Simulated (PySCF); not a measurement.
**Static response to an electric field**

C8H9F3.
Geometry (PBE0-D3(BJ)/def2-SVP, Å), atoms numbered from 1 in this order:
```xyz
20
C8H9F3 angstrom
C      3.063    0.538   -0.251
C      1.747    0.637   -0.446
C      0.758   -0.393   -0.024
C     -0.202   -0.990   -1.093
C     -1.324   -0.892   -0.089
C     -2.531   -1.433    0.034
C     -0.499   -0.009    0.827
C     -0.920    1.439    0.813
F     -0.062    2.209    1.487
F     -2.122    1.584    1.382
F     -1.008    1.934   -0.430
H      3.750    1.312   -0.601
H      3.501   -0.321    0.267
H      1.347    1.512   -0.970
H      1.280   -1.206    0.503
H     -0.348   -0.297   -1.938
H      0.049   -1.984   -1.492
H     -3.155   -1.222    0.906
H     -2.935   -2.099   -0.734
H     -0.456   -0.305    1.886
```

Level: CAM-B3LYP/def2-SVPD (PySCF), static field, nuclei fixed, core orbitals frozen in the response. The polarisability tensor in these axes (au):

```
x   124.61  13.08  -3.40
y    13.08  86.59   3.28
z    -3.40   3.28  79.95
```

Task: Give the principal values, the mean and the anisotropy Δα = √{½[(α1 − α2)² + (α2 − α3)² + (α1 − α3)²]}.

Result: Principal values 76.84, 85.53 and 128.78 au; mean 97.05 au = 14.38 Å³ = 16.00 × 10⁻⁴⁰ C²·m²/J; Δα = 48.18 au (50 % of the mean).

Task: What is the dipole moment, and where does it point?

Result: (0.81, -2.25, -0.35) D, 2.42 D in size, pointing from the negative to the positive side. Measured along this direction, the outermost atoms are F10 and F9 at the negative end and H17 at the positive end.

Task: Find the Langevin capture rate constant for H3+ (3.023 u) meeting this molecule (162.066 u), k = 2.342 × 10⁻⁹ cm³/s × √(α in Å³ / reduced mass in u).

Result: The reduced mass is 2.97 u, so k = 5.16 × 10⁻⁹ cm³/s. The formula leaves out the permanent dipole, which adds to the capture rate.

Task: Estimate the molar refractivity from the static electronic polarisability.

Result: Lorentz–Lorenz: R = (4π/3)N_A α = 2.5225 cm³/(mol·Å³) × 14.38 Å³ = 36.3 cm³/mol, in the limit of long wavelengths.

Task: What are the principal values of the traceless quadrupole moment, Θ = ½Σq(3rr − r²1), about the centre of nuclear charge?

Result: -3.89, 0.85, 3.04 D·Å. The values depend on the origin, since the dipole doesn't vanish. The electronic extent ⟨r²⟩ about the same centre is 1664 bohr², a root-mean-square distance of 2.36 Å for the 84 electrons.

Task: How large is μ²/3kT at 273 K beside α?

Result: In Gaussian units μ²/3kT = 51.63 Å³ against 14.38 Å³, a ratio of 3.59; the Debye molar polarisation (4π/3)N_A(α + μ²/3kT) is 166.5 cm³/mol, leaving out the vibrational part.

Task: What depolarisation ratio follows for Rayleigh scattering of linearly polarised light, taking the static tensor?

Result: ρ = 3Δα²/(45ᾱ² + 4Δα²) = 6965.2/(423851 + 9286.9) = 0.0161.

Isolated species at its PBE0-D3(BJ)/def2-SVP geometry (one conformer only).
